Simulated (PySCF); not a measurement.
Precursor series Hf Cl-OH. Gas-phase values, no solvent. One relaxed conformer stands for each flexible species; it need not be the lowest.

The numbers are results of B3LYP-D3(BJ)/def2-TZVP // BP86-D3(BJ)/def2-SVP run with PySCF, not measurements. B3LYP has the VWN-RPA correlation part, as in Gaussian. 

```
species                                   LUMO (eV)  charge on the central atom (Mulliken) (e)  HOMO–LUMO gap (eV)  mean distance from the central atom to its bonded neighbours (Å)
----------------------------------------  ---------  -----------------------------------------  ------------------  ----------------------------------------------------------------
0 of 4 Cl replaced by OH ([Hf(Cl)4])          -2.45                                       1.22          (withheld)                                                        (withheld)
1 of 4 Cl replaced by OH ([Hf(Cl)3(OH)])      -1.75                                       1.35                7.26                                                        (withheld)
3 of 4 Cl replaced by OH ([Hf(Cl)(OH)3])      -0.46                                       1.56                7.81                                                             2.045
4 of 4 Cl replaced by OH                      -0.23                                 (withheld)                7.89                                                             1.942
```

Some entries are withheld; supply them.


- 0 of 4 Cl replaced by OH ([Hf(Cl)4]), HOMO–LUMO gap (eV): 6.96
- 0 of 4 Cl replaced by OH ([Hf(Cl)4]), mean distance from the central atom to its bonded neighbours (Å): 2.338
- 1 of 4 Cl replaced by OH ([Hf(Cl)3(OH)]), mean distance from the central atom to its bonded neighbours (Å): 2.241
- 4 of 4 Cl replaced by OH, charge on the central atom (Mulliken) (e): 1.64
